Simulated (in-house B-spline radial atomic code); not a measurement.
Configurations of Ru V (Ru4+), with energies counted from [Kr] 4d4. Level of theory: scalar-relativistic (X2C) PBE0, spin-polarised, spherical fractional occupations, exact exchange averaged over the configuration, Fermi nucleus of rms radius 4.4809 fm; calculated with an all-electron radial atomic-structure program (B-spline basis). Shells without spins written out take the highest spin.

Occupations are held fixed; configurations that lie above the ionisation limit could autoionise.

```csv
configuration,E - E(ref) (eV),highest orbital,its <r> (bohr)
[Kr] 4d3 5s1,14.476,5s up,2.309
[Ar] 3d10 4s2 4p5 4d5,40.033,4d up,1.341
[Ar] 3d10 4s2 4p5 4d4 5s1,55.766,5s up,2.288
[Ar] 3d10 4s2 4p5 4d4 4f1,76.784,4f up,2.478
[Ar] 3d9 4s2 4p6 4d5,281.05,4d up,1.302
```

Q: Order these further configurations by energy, lowest first.
A. [Ar] 3d10 4s2 4p5 4d4 5f1
B. [Kr] 4d3 5p1
C. [Kr] 4d3 5f1
D. [Ar] 3d9 4s2 4p6 4d4 4f1
E. [Kr] 4d3 4f1

A: B (22.671 eV), E (35.595 eV), C (44.514 eV), A (86.094 eV), D (319.45 eV).
